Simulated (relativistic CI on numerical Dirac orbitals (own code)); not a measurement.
**Inner-shell lines of Pd³⁸⁺**

Calculated at this level of theory: Dirac-Coulomb-Breit CI, KLI orbitals optimised for each configuration, QED by a radiative potential, valence Slater integrals scaled by 0.9 (own radial code, finite nucleus).

CI space: 1s2 2s2 2p4, 1s 2s2 2p5, 1s 2s2 2p4 3p, 1s 2s 2p6, 1s2 2s 2p5, 1s 2s 2p5 3p. Levels of other configurations are missing.

The table holds the strongest lines. The upper levels have an inner-shell vacancy. Auger decay, open to those above the ionisation limit, is not computed, and radiative decays to configurations outside the model are missing too. Absolute energies can be off by a few tenths of a per cent, and at this charge the scaling can make term splittings too narrow, so close lines can change order. LS names give the leading component, which can be well under half, for lower levels too. Brackets number the levels in order of energy.

```csv
λ (Å),Upper,Lower,A (s⁻¹),gA (s⁻¹)
0.585307,1s 2s 2p6 3S_1 [14],1s2 2s 2p5 1P°_1 [9],1.17e+15,3.51e+15
0.584912,1s 2s2 2p5 3P°_2 [10],1s2 2s2 2p4 1D_2 [4],1.04e+15,5.19e+15
0.584564,1s 2s 2p6 3S_1 [14],1s2 2s 2p5 3P°_0 [8],8.24e+14,2.47e+15
0.584545,1s 2s2 2p5 3P°_1 [13],1s2 2s2 2p4 3P_0 [5],1.65e+15,4.96e+15
0.584541,1s 2s2 2p5 3P°_2 [10],1s2 2s2 2p4 3P_1 [3],1.24e+15,6.20e+15
0.584281,1s 2s2 2p5 1P°_1 [11],1s2 2s2 2p4 1D_2 [4],1.99e+15,5.98e+15
0.58375,1s 2s 2p6 1S_0 [15],1s2 2s 2p5 1P°_1 [9],3.59e+15,3.59e+15
0.580987,1s 2s 2p6 3S_1 [14],1s2 2s 2p5 3P°_1 [7],1.26e+15,3.79e+15
0.58028,1s 2s2 2p5 1P°_1 [11],1s2 2s2 2p4 1S_0 [2],1.57e+15,4.71e+15
0.580095,1s 2s2 2p5 3P°_2 [10],1s2 2s2 2p4 3P_2 [1],2.56e+15,1.28e+16
0.579956,1s 2s 2p6 3S_1 [14],1s2 2s 2p5 3P°_2 [6],3.93e+15,1.18e+16
0.579747,1s 2s2 2p5 3P°_1 [13],1s2 2s2 2p4 1D_2 [4],4.43e+15,1.33e+16
0.579476,1s 2s2 2p5 1P°_1 [11],1s2 2s2 2p4 3P_2 [1],3.63e+15,1.09e+16
0.579452,1s 2s 2p6 1S_0 [15],1s2 2s 2p5 3P°_1 [7],3.02e+15,3.02e+15
0.579403,1s 2s2 2p5 3P°_0 [12],1s2 2s2 2p4 3P_1 [3],4.72e+15,4.72e+15
0.503462,1s 2s 2p5 3p 3P_2 [60],1s2 2s 2p5 3P°_2 [6],5.75e+14,2.88e+15
0.502443,1s 2s2 2p4 3p 3P°_2 [25],1s2 2s2 2p4 3P_2 [1],7.97e+14,3.98e+15
0.502195,1s 2s2 2p4 3p 3D°_3 [27],1s2 2s2 2p4 3P_2 [1],5.45e+14,3.81e+15
0.50198,1s 2s2 2p4 3p 3D°_3 [50],1s2 2s2 2p4 1D_2 [4],5.09e+14,3.56e+15
0.501877,1s 2s2 2p4 3p 1P°_1 [73],1s2 2s2 2p4 3P_0 [5],8.13e+14,2.44e+15
```
